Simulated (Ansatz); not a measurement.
`[F][Mg][Br]` + H₂S → `[F][Mg][SH]` + HBr at 298.15 K and 1 bar (ligand exchange at a Mg–Br bond).

Computed with Ansatz on PBE0-D4/def2-TZVP structures; ΔE is electronic, products minus reactants. CBS: MP2 limit from def2 TZ/QZ plus the TZ coupled-cluster correction, frozen cores. This one scheme is used for every species. For Br, Mg outer-core shells are correlated without core-valence functions, which leaves a few kJ/mol of doubt a bond. Scalar relativity is left out up to krypton. Each species was taken in one conformer, which may not be the lowest.

| species | CCSD(T)/CBS energy (Eh) | H − E (kJ/mol) | S (J/(mol·K)) |
| --- | --- | --- | --- |
| `[F][Mg][Br]` | -2873.15166 | 21.6 | 276.8 |
| H₂S | -398.97279 | 49.9 | 205.7 |
| `[F][Mg][SH]` | -698.17668 | 42.9 | 290.8 |
| HBr | -2573.91920 | 24.6 | 198.6 |

H − E and S are ideal-gas, rigid-rotor, harmonic terms from PBE0-D4/def2-TZVP, for one conformer and one mirror image of each species. 1 Eh = 2625.50 kJ/mol, R = 8.31446 J/(mol·K).

Question: By hand: ΔE, ΔH, ΔS and ΔG.

Answer: ΔE = (-698.17668) + (-2573.91920) − (-2873.15166) − (-398.97279) = 0.02857 Eh = 75.0 kJ/mol. Δ(H − E) = 42.9 + 24.6 − 21.6 − 49.9 = -4.0, so ΔH = 71.0 kJ/mol. ΔS = 290.8 + 198.6 − 276.8 − 205.7 = 6.9 J/(mol·K). ΔG = 71.0 − 298.15 × (6.9)/1000 = 68.9 kJ/mol.

Question: By hand: the equilibrium constant, and the temperature at which ΔG would vanish if ΔH and ΔS stayed fixed.

Answer: log₁₀ K = −ΔG/(RT ln 10) = -12.1. ΔG = 0 at ΔH/ΔS = 10290 K, far beyond where these terms or the molecules hold.

The number of gas molecules stays the same, so ΔS is small and ΔH decides. A doubt of 5 kJ/mol in ΔE shifts log₁₀ K by 0.9 here. Other conformers and mirror images would add mixing entropy, several J/(mol·K) or more a flexible species. These are equilibria of isolated gas molecules and say nothing of rates. Largest T1 diagnostic: 0.011 (customary marks: 0.02 for closed shells, 0.045 for open ones).
